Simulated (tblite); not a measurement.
Compound: C3H3F2NSi.
SMILES with atom numbers: `[N:1]#[C:2]/[CH:3]=[CH:4]/[SiH:5]([F:6])[F:7]` (hydrogens: H8 on C3; H9 on C4; H10 on Si5)

Computed with GFN2-xTB (tblite), gas phase: L-BFGS steps from a force-field or distance-geometry start until the largest atomic force falls under 0.01 eV/Å.

Step 3: E = -601.8233 eV
```
atom  x, y, z in Å  |  force x, y, z in eV/Å
N1      3.5366    0.2255    0.2616   -0.200   0.026  -0.065
C2      2.4250    0.3006   -0.0167    0.148  -0.019   0.049
C3      1.0556    0.3761   -0.3452   -0.048  -0.042   0.083
C4      0.1144   -0.2697    0.3518    0.070   0.014   0.038
Si5    -1.7135   -0.2582    0.0000    0.070  -0.104  -0.029
F6     -1.9203    0.5284   -1.3756   -0.202   0.045   0.146
F7     -2.4124    0.5818    1.1700   -0.091  -0.043  -0.276
H8      0.8013    0.9982   -1.1974    0.058  -0.074   0.062
H9      0.3782   -0.8828    1.2024    0.375   0.040   0.026
H10    -2.2560   -1.5951   -0.0735   -0.181   0.157  -0.034
```

Step 4: E = -601.8377 eV
```
atom  x, y, z in Å  |  force x, y, z in eV/Å
N1      3.5313    0.2264    0.2595    0.611  -0.030   0.132
C2      2.4256    0.3001   -0.0160   -0.568   0.029  -0.107
C3      1.0570    0.3747   -0.3412   -0.068   0.030  -0.033
C4      0.1156   -0.2687    0.3532    0.141  -0.157   0.226
Si5    -1.7107   -0.2657   -0.0015    0.118   0.110  -0.042
F6     -1.9303    0.5307   -1.3685   -0.168   0.043   0.104
F7     -2.4169    0.5797    1.1564   -0.115   0.001  -0.179
H8      0.8041    0.9943   -1.1941    0.045  -0.038   0.020
H9      0.3972   -0.8815    1.2046    0.249   0.105  -0.071
H10    -2.2641   -1.5853   -0.0750   -0.245  -0.093  -0.049
```

Step 5: E = -601.8495 eV
```
atom  x, y, z in Å  |  force x, y, z in eV/Å
N1      3.5291    0.2274    0.2580    0.825  -0.048   0.185
C2      2.4244    0.2995   -0.0153   -0.671   0.048  -0.129
C3      1.0584    0.3747   -0.3390   -0.227  -0.079   0.063
C4      0.1171   -0.2711    0.3588    0.347  -0.080   0.118
Si5    -1.7055   -0.2711   -0.0032    0.082   0.165  -0.038
F6     -1.9425    0.5338   -1.3603   -0.120   0.053   0.041
F7     -2.4230    0.5779    1.1407   -0.138   0.055  -0.070
H8      0.8073    0.9901   -1.1907    0.002   0.035  -0.073
H9      0.4194   -0.8788    1.2057    0.157   0.074  -0.038
H10    -2.2758   -1.5778   -0.0773   -0.255  -0.223  -0.059
```

Q: Estimate the geometry and energy of step 6. (The exact step hangs on the optimiser's Hessian estimate; all steps are aligned on step 5, rigid shifts and turns removed.)

A: E = -601.8637 eV, largest force 0.626 eV/Å
```
atom  x, y, z in Å  |  force x, y, z in eV/Å
N1      3.5297    0.2286    0.2563    0.611  -0.037   0.132
C2      2.4223    0.2990   -0.0137   -0.385   0.046  -0.059
C3      1.0563    0.3725   -0.3337   -0.016   0.056  -0.108
C4      0.1250   -0.2745    0.3671    0.197  -0.189   0.192
Si5    -1.6964   -0.2775   -0.0059   -0.012   0.114  -0.011
F6     -1.9627    0.5398   -1.3483   -0.037   0.054  -0.035
F7     -2.4349    0.5766    1.1167   -0.141   0.109   0.062
H8      0.8116    0.9849   -1.1877   -0.046   0.064  -0.107
H9      0.4554   -0.8745    1.2084    0.021   0.036  -0.003
H10    -2.2976   -1.5703   -0.0818   -0.192  -0.253  -0.064
```

The energy changes by -0.0142 eV. The first-order estimate −F·Δx gives -0.0222 eV and the mean of the old and new forces, exact on a quadratic surface, -0.0143 eV. The step makes an angle of 73° with the force vector and moves no atom by more than 0.036 Å.

The cost below is that of the whole relaxation. The run took 0.32 s wall on an Arm Neoverse V1 with one thread, on a shared host.
